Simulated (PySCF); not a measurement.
Species: C3H9FNSi2 (doublet state).
Z-matrix (Å and degrees, GFN2-xTB geometry), rows numbered from 1:
```
F 
C   1  1.3760
C   2  1.5011  1  118.92
C   2  1.4604  1  119.27  3   -69.34
Si  4  1.8477  2  136.27  3  -133.04
N   5  1.7332  4  104.40  2   171.58
Si  6  1.7302  5  127.49  4   178.98
H   2  1.0850  1  108.83  3   143.25
H   3  1.0832  2  117.04  4  -110.61
H   3  1.0836  2  119.55  4   106.74
H   5  1.4679  4  114.93  2    55.09
H   5  1.4682  4  106.92  2   -67.92
H   6  1.0074  5  115.09  4    17.94
H   7  1.4633  6  105.70  5   166.44
H   7  1.4600  6  106.82  5    46.35
H   7  1.4683  6  111.82  5   -73.59
```

The hyperfine couplings belong to this conformer and change with its torsions.

Identity: `F[C@@H]1C[C]1[SiH2]N[SiH3]` [radical].

Computed, not measured: UKS B3LYP, pcH-1 on C F H N Si, non-relativistic, mean-field spin-orbit, GIAO (PySCF 2.14.0). The structure is a single GFN2-xTB conformer in the gas phase; no vibrational or solvent corrections. A GFN2-xTB geometry isn't a minimum of the functional, and hyperfine couplings can be far from their values at a DFT geometry. No stability test was run, so a lower SCF solution isn't excluded.

**Question.** Match the computed a_iso(13C) values +168.7, -25.1, -14.4 MHz with the sites C2; C3; C4.

**Answer.** 
| site | a_iso (MHz) | ρ(0) (bohr⁻³) | position | distance from C4 (Å) | spin population | largest \|T\| (MHz) |
| --- | --- | --- | --- | --- | --- | --- |
| C2 | -14.4 | -0.0128 | 1 bond from C4 | 1.46 | -0.03 | 3.9 |
| C3 | -25.1 | -0.0223 | 1 bond from C4 | 1.47 | -0.04 | 6.6 |
| C4 | +168.7 | +0.1501 | largest spin population | 0.00 | +0.91 | 141.0 |

**Question.** Match the computed a_iso(29Si) values +23.7, +1.4 MHz with the sites Si5; Si7.

**Answer.** 
```csv
site,a_iso (MHz),ρ(0) (bohr⁻³),position,distance from C4 (Å),spin population,largest |T| (MHz)
Si5,+23.7,-0.0267,1 bond from C4,1.85,-0.02,3.4
Si7,+1.4,-0.0015,3 bonds from C4,4.53,0.00,0.4
```

ρ(0) is the spin density at the nucleus and T the dipolar tensor; a_iso includes a spin–orbit part; entries for several nuclei are means. The largest Mulliken spin population is on C4 (+0.91). The angles at C4 add up to 337.2°, so it is pyramidal.

Class means assume fast exchange of nuclei equivalent by connectivity; if that motion is slow, each nucleus keeps its own coupling.
